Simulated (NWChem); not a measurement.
Species: CH4BClO; SMILES ClBOC

```xyz
8

B     -0.5127     0.0594     0.0000
H     -1.7054    -0.1322     0.0000
Cl     0.0919     1.7108     0.0000
O      0.3735    -0.9376     0.0000
C     -0.0023    -2.2939     0.0000
H      0.4150    -2.7841    -0.8923
H      0.4150    -2.7841     0.8923
H     -1.0975    -2.4156     0.0000
```
Atoms are numbered in this order, from 1.

Program: NWChem. The geometry was optimised at PBE0/def2-SVP. Level B3LYP/def2-SVP: energy and gradient on several grids; changes count from the extra-fine grid, which is no exact limit either.

```tsv
grid	size of the energy change (μHa)	largest change of a gradient component (μHa/bohr)	time, medium = 1 (rough)
xcoarse	500	3000	about 1
coarse	10	100	about 1
medium	< 10	< 30	about 1
fine	< 10	< 30	about 1
xfine	< 10	< 30	2
```
